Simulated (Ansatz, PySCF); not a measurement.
Bond stretch in Mg2, singlet.

UKS-BLYP = unrestricted BLYP/def2-SVP (Ansatz, a program for electronic structure); RKS-BLYP = Ansatz with restricted BLYP/def2-SVP; UKS-PBE0 = unrestricted PBE0/def2-SVP in Ansatz; RKS-PBE0 = Ansatz with restricted PBE0/def2-SVP; UKS-PBE = unrestricted PBE/def2-SVP in Ansatz; RKS-PBE = restricted PBE/def2-SVP in Ansatz; UKS-B3LYP/6-31G* = unrestricted B3LYP/6-31G*, spherical d (PySCF); RKS-B3LYP/6-31G* = restricted B3LYP/6-31G*, spherical d in PySCF; UKS-M06-2X/6-31G* = unrestricted M06-2X/6-31G*, spherical d run with PySCF; RKS-M06-2X/6-31G* = restricted M06-2X/6-31G*, spherical d (PySCF 2.14.0); UKS-B3LYP/3-21G = PySCF with unrestricted B3LYP/3-21G; RKS-B3LYP/3-21G = restricted B3LYP/3-21G in PySCF.

Scanned distances (Å): 2.70, 2.88, 3.02, 3.31, 3.38, 3.52, 3.60, 3.71, 3.82, 3.98, 4.15, 4.45, 4.85, 5.34, 5.84, 6.47, 7.10, 7.94, 8.76, 9.75, 10.94.

### Question
Where does the unrestricted solution first break spin symmetry (<S²> of 0.01 or more)?

### Answer
UKS-BLYP: at none of the points with a result; UKS-PBE0: at none of the points with a result; UKS-PBE: at none of the points with a result; UKS-B3LYP/6-31G*: at none of the points with a result; UKS-M06-2X/6-31G*: at none of the points with a result; UKS-B3LYP/3-21G: at none of the points with a result.

```
R / Å  <S²> UKS-BLYP  E(RKS-BLYP) − E(UKS-BLYP) / kJ/mol  <S²> UKS-PBE0  E(RKS-PBE0) − E(UKS-PBE0) / kJ/mol  <S²> UKS-PBE  E(RKS-PBE) − E(UKS-PBE) / kJ/mol  <S²> UKS-B3LYP/6-31G*  E(RKS-B3LYP/6-31G*) − E(UKS-B3LYP/6-31G*) / kJ/mol  <S²> UKS-M06-2X/6-31G*  E(RKS-M06-2X/6-31G*) − E(UKS-M06-2X/6-31G*) / kJ/mol  <S²> UKS-B3LYP/3-21G  E(RKS-B3LYP/3-21G) − E(UKS-B3LYP/3-21G) / kJ/mol
-----  -------------  ----------------------------------  -------------  ----------------------------------  ------------  --------------------------------  ---------------------  --------------------------------------------------  ----------------------  ----------------------------------------------------  --------------------  ------------------------------------------------
2.70            0.00                                 0.0           0.00                                 0.0          0.00                               0.0                   0.00                                                 0.0                    0.00                                                   0.0                  0.00                                               0.0
2.88            0.00                                 0.0           0.00                                 0.0          0.00                               0.0                   0.00                                                 0.0                    0.00                                                   0.0                  0.00                                               0.0
3.02            0.00                                 0.0           0.00                                 0.0          0.00                               0.0                   0.00                                                 0.0                    0.00                                                   0.0                  0.00                                               0.0
3.31            0.00                                 0.0           0.00                                 0.0          0.00                               0.0                   0.00                                                 0.0                    0.00                                                   0.0                  0.00                                               0.0
3.38            0.00                                 0.0           0.00                                 0.0          0.00                               0.0                   0.00                                                 0.0                    0.00                                                   0.0                  0.00                                               0.0
3.52            0.00                                 0.0           0.00                                 0.0          0.00                               0.0                   0.00                                                 0.0                    0.00                                                   0.0                  0.00                                               0.0
3.60            0.00                                 0.0           0.00                                 0.0          0.00                               0.0                   0.00                                                 0.0                    0.00                                                   0.0                  0.00                                               0.0
3.71            0.00                                 0.0           0.00                                 0.0          0.00                               0.0                   0.00                                                 0.0                    0.00                                                   0.0                  0.00                                               0.0
3.82            0.00                                 0.0           0.00                                 0.0          0.00                               0.0                   0.00                                                 0.0                    0.00                                                   0.0                  0.00                                               0.0
3.98            0.00                                 0.0           0.00                                 0.0          0.00                               0.0                   0.00                                                 0.0                    0.00                                                   0.0                  0.00                                               0.0
4.15            0.00                                 0.0           0.00                                 0.0          0.00                               0.0                   0.00                                                 0.0                    0.00                                                   0.0                  0.00                                               0.0
4.45            0.00                                 0.0           0.00                                 0.0          0.00                               0.0                   0.00                                                 0.0                    0.00                                                   0.0                  0.00                                               0.0
4.85            0.00                                 0.0           0.00                                 0.0          0.00                               0.0                   0.00                                                 0.0                    0.00                                                   0.0                  0.00                                               0.0
5.34            0.00                                 0.0           0.00                                 0.0          0.00                               0.0                   0.00                                                 0.0                    0.00                                                   0.0                  0.00                                               0.0
5.84            0.00                                 0.0           0.00                                 0.0          0.00                               0.0                   0.00                                                 0.0                    0.00                                                   0.0                  0.00                                               0.0
6.47            0.00                                 0.0           0.00                                 0.0          0.00                               0.0                   0.00                                                 0.0                    0.00                                                   0.0                  0.00                                               0.0
7.10            0.00                                 0.0           0.00                                 0.0          0.00                               0.0                   0.00                                                 0.0                    0.00                                                   0.0                  0.00                                               0.0
7.94            0.00                                 0.0           0.00                                 0.0          0.00                               0.0                   0.00                                                 0.0                    0.00                                                   0.0                  0.00                                               0.0
8.76            0.00                                 0.0           0.00                                 0.0          0.00                               0.0                   0.00                                                 0.0                    0.00                                                   0.0                  0.00                                               0.0
9.75            0.00                                 0.0           0.00                                 0.0          0.00                               0.0                   0.00                                                 0.0                    0.00                                                   0.0                  0.00                                               0.0
10.94           0.00                                 0.0           0.00                                 0.0          0.00                               0.0                   0.00                                                 0.0                    0.00                                                   0.0                  0.00                                               0.0
```
